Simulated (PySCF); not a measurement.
CuH₃⁻, doublet: structure and spectrum

Level of theory: UPBE0 in PySCF with Cu def2-TZVPD, H def2-TZVPD; no relativity; density-fitted integrals.

The structure is a minimum.

Z-matrix (Å, degrees; charge -1 multiplicity 2):
```
Cu
H  1 1.5759
H  1 1.5803 2 98.58
H  1 1.5803 2 98.58 3 180.00
```

```
Point group                                                                   : C2v
Bond lengths                                                                  : Cu–H 1.576 Å, Cu–H 1.580 Å (×2)
Bond angles                                                                   : H–Cu–H 98.6° (×2), H–Cu–H 162.8°
Spin squared ⟨S²⟩                                                             : 0.757
Heat capacity Cp at 298.15 K                                                  : 48.8 J/(mol K)
Enthalpy at 298.15 K above 0 K                                                : 11.63 kJ/mol
Principal quadrupole moments (Buckingham, traceless) about the centre of mass : -8.67, -0.01, 8.68 D Å
Rotational symmetry number                                                    : 2
Highest occupied level (α)                                                    : -0.25 eV
Lowest empty level (β)                                                        : 2.83 eV
Rotational constants                                                          : 6.493, 3.425, 2.242 cm⁻¹
Entropy at 298.15 K and 1 bar (electronic part: spin only)                    : 236.8 J/(mol K)
Principal polarisabilities                                                    : 46.2, 71.2, 73.1 bohr³
Zero-point energy                                                             : 37.1 kJ/mol
Dipole moment about the centre of mass                                        : 0.92 D
```

Harmonic modes (masses in u: Cu 62.930, H 1.008):
```
symmetry  ω (cm⁻¹)  IR (km/mol)  μ (u)
      b2       368         50.1   1.02
      a1       606         70.8   1.04
      b1       636          267   1.05
      a1      1477          283   1.02
      b2      1496         1110   1.04
      a1      1616          0.0   1.01
```

In C2v the vibrations span 2b2 + 3a1 + b1. Here b1 is antisymmetric to the molecular plane and b2 lies in it.

Charges (e); Mulliken and Löwdin values are unreliable with diffuse functions:
```csv
atom,Mulliken,Löwdin,polar tensor,spin (Mulliken),Mayer order to Cu1
Cu1,-1.17,-0.32,0.11,0.53,–
H2,-0.03,-0.21,-0.25,0.38,0.92
"H3,4",0.10,-0.24,-0.43,0.05,0.71
```

Mulliken populations on Cu1: s 7.56, p 12.97, d 9.63, f 0.00.

Outer orbital energies (eV). α occupied: -5.08, -4.75, -3.78, -3.40, -3.38, -2.75, -1.46, -0.25; empty: 4.13, 4.94, 5.24, 5.34. β occupied: -4.36, -3.56, -3.16, -3.11, -3.09, -2.29, -1.27; empty: 2.83, 4.24, 5.38, 5.42.

Formally Cu is in oxidation state +2, d9, with 1 unpaired electron. The Mulliken spin on Cu is 0.53. The polar-tensor charge on Cu, 0.11, is far below the formal one.

Other isomers or separated fragments may lie lower. Other spin states or occupations of the open shell can lie lower. The lowest empty level of this anion is unbound, so it and the gap depend on the basis.

The final relaxation and frequency run took roughly 70 core-seconds on a shared host.
